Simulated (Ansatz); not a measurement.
Harmonic frequencies (cm⁻¹) at PBE0-D4/def2-TZVP from Ansatz: 83, 212, 370, 378, 403, 447, 463, 467, 469, 548, 644, 658, 699, 701, 723, 742, 840, 844, 851, 858, 1576, 1588, 1957, 1959, 1964, 1965, 3544, 3544, 3626, 3626.

Question: Which molecule is it?
A. `[BH2-]1[SH+][BH2-][SH+]1`
B. `[NH2+]1[GaH2-][NH2+][GaH2-]1`
C. `[NH2+]1[AlH2-][NH2+][AlH2-]1`
D. `[NH2+]1[InH2-][NH2+][InH2-]1`

Answer: B.
